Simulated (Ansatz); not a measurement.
A nudged elastic band was laid between two geometries of AlFH4OSi (8 atoms, charge 0, multiplicity 1).

The calculation used RKS B3LYP-D4/6-31G* (Ansatz 0.2.0).

| Quantity | Value |
| --- | --- |
| movable images | 5 |
| climbing image | yes |
| spring | 5.0 eV/Å² |
| optimiser | quadratic models (default) |
| start path | through a guess of the saddle point |
| force threshold | 0.05 eV/Å |
| iteration limit | 60 |
| end points | relaxed |

Initial state:

```xyz
8
Properties=species:S:1:pos:R:3
Al 0.325 -0.058 0.309
H 0.781 0.135 1.796
F 1.354 0.383 -0.907
O -1.188 -0.702 -0.076
Si -2.575 -1.291 -0.736
H -3.005 -2.513 -0.005
H -3.656 -0.272 -0.642
H -2.378 -1.642 -2.169
```

Final state:

```xyz
8
Properties=species:S:1:pos:R:3
Al -0.550 0.995 0.712
H 1.971 -0.263 0.559
F 1.214 -0.687 0.196
O -1.710 -0.046 -0.031
Si -2.599 -1.207 -0.783
H -2.538 -2.497 -0.039
H -4.030 -0.800 -0.879
H -2.100 -1.456 -2.166
```

Question: Which bonds break or form, and what moves?

Answer: Bonds broken: Al1–H2, Al1–F3. Bonds formed: H2–F3. AlFH4OSi becomes AlH3OSi + FH.

Question: What energy profile does the band end with?

Answer: The forces met the threshold. The highest image is number 3 of 0 to 6, 3.20 eV above the first end and 0.68 eV above the last; the last end lies 2.51 eV above the first. Neighbouring images differ by up to 2.6 eV, so the band resolves the path poorly. A vibrational analysis at the climbing image gives one clearly imaginary mode, 1232i cm⁻¹, and a faint second one (13i cm⁻¹) that may be numerical noise or a soft torsion: probably a first-order saddle point. The orbitals stay closed-shell, which can raise the energy where a bond breaks towards radicals; this wasn't checked here.

```tsv
image	path coordinate (Å)	energy (eV)	Al1–H2 (Å)	Al1–F3 (Å)	H2–F3 (Å)
0	0.00	0.00	1.57	1.65	2.77
1	0.97	0.01	1.57	1.65	2.78
2	1.94	0.59	1.56	1.65	2.27
3	2.91	3.20	1.75	1.86	1.24
4	3.54	2.56	2.39	2.36	0.95
5	4.18	2.52	2.74	2.47	0.94
6	4.82	2.51	2.82	2.49	0.94
```

Question: What is the geometry of the highest image?

Answer: 
```xyz
8
Properties=species:S:1:pos:R:3
Al -0.122 0.330 0.598
H 1.586 0.560 0.897
F 1.521 -0.337 0.045
O -1.436 -0.436 -0.164
Si -2.679 -1.313 -0.802
H -2.874 -2.571 -0.031
H -3.942 -0.529 -0.753
H -2.395 -1.664 -2.219
```

Time of the run: 4.9 min on 1 thread of Arm Neoverse V1, with other jobs on the host, peak memory 0.17 GiB.
